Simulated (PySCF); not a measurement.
C₇H₆F₂N (doublet state).
Geometry (GFN2-xTB, Å), atoms numbered from 1 in this order:
```
atom  x, y, z in Å
N1    -0.2746    2.1635   -0.7844
C2     0.1726    0.9982   -0.4184
C3     1.5850    0.7823   -0.5367
C4     2.1645   -0.3959   -0.1515
C5     1.3835   -1.4287    0.3661
C6     0.0036   -1.2715    0.4858
C7    -0.6075   -0.1029    0.1024
C8    -2.0992    0.0559    0.2089
F9    -2.4363    0.9730    1.1590
F10   -2.7093   -1.0954    0.5724
H11   -1.2716    2.3102   -0.6567
H12    2.1630    1.6016   -0.9326
H13    3.2319   -0.5307   -0.2434
H14    1.8414   -2.3552    0.6753
H15   -0.5930   -2.0807    0.8811
H16   -2.5617    0.3851   -0.7387
```

The hyperfine couplings belong to this conformer and change with its torsions.

Identity: `[NH]c1ccccc1C(F)F` [radical].

Method used: UKS B3LYP, pcH-1 on C F H N, non-relativistic, mean-field spin-orbit, GIAO (PySCF). One conformer (not necessarily the lowest) at the GFN2-xTB geometry, without solvent, vibrations or thermal averaging. Couplings are sensitive to structure, and on GFN2-xTB geometries they can be far from those on DFT ones. No stability test was run, so a lower SCF solution isn't excluded. ⟨S²⟩ is 0.787 where a pure state has 0.75.

Principal values of hyperfine tensors in MHz (contact and dipolar terms together), for some of the nuclei:

| atom | isotope | A1 | A2 | A3 |
| --- | --- | --- | --- | --- |
| F9 | 19F | 24.58 | 26.71 | 76.13 |
| C2 | 13C | -62.96 | -33.12 | -26.52 |
| H11 | 1H | -66.39 | -42.53 | -0.75 |
| C5 | 13C | 3.03 | 4.93 | 85.03 |
| C7 | 13C | 4.42 | 4.93 | 70.49 |
| C4 | 13C | -44.95 | -17.16 | -15.12 |
| C3 | 13C | 2.36 | 2.81 | 71.82 |
| C6 | 13C | -41.09 | -16.91 | -14.96 |

Question: Split each tensor into its isotropic and traceless parts, and turn a_iso into mT with g = 2.0034.

Answer: a_iso is a third of the trace, T = A − a_iso, and a(mT) = a(MHz)/(g × 13.996).

```csv
atom,a_iso (MHz),a_iso (mT),T1,T2,T3
F9,42.47,1.515,-17.90,-15.77,33.66
C2,-40.87,-1.457,-22.09,7.74,14.35
H11,-36.56,-1.304,-29.84,-5.97,35.81
C5,31.00,1.105,-27.97,-26.07,54.04
C7,26.61,0.949,-22.20,-21.68,43.88
C4,-25.74,-0.918,-19.21,8.58,10.62
C3,25.67,0.915,-23.30,-22.85,46.15
C6,-24.32,-0.867,-16.77,7.41,9.36
```

Question: What spin density at the nucleus of C2 lies behind its contact coupling (g_N = 1.40482)?

Answer: a_FC = (2μ0/3) gₑ μB g_N μN ρ(0)/(2S·h) = 800.24 MHz × g_N × ρ(0)/(2S), with ρ in bohr⁻³. With a_FC = -40.87 MHz and 2S = 1, ρ(0) = -0.03635 bohr⁻³.

Question: H14 (1H, g_N = 5.58569) isn't in the table. Its spin density at the nucleus is -0.00513 bohr⁻³. What is its contact coupling?

Answer: By the same relation, a_FC = -22.9 MHz. Its full tensor has the principal values -36.52, -23.40, -8.88 MHz.

Question: Name the largest traceless tensor T of the table and describe it.

Answer: C5: -28.0, -26.1, 54.0 MHz, nearly axial, close to the ratio −1:−1:+2, the form that spin in one p orbital centred on that nucleus gives.

Question: In a single crystal, with the field along each principal axis of the tensor of F9 in turn, what first-order splitting does this nucleus give (isotropic g, quadrupole terms neglected)?

Answer: 2 lines (I = 1/2), spaced by |A_i|/(g × 13.996): 0.88, 0.95, 2.72 mT along the axes of A1, A2 and A3.

Time: 1.8 min wall (grids of density and orbitals included); peak memory 1.1 GiB. Hardware: one thread of an Arm Neoverse V2, shared host with 96 logical CPUs at a one-minute load of 50.
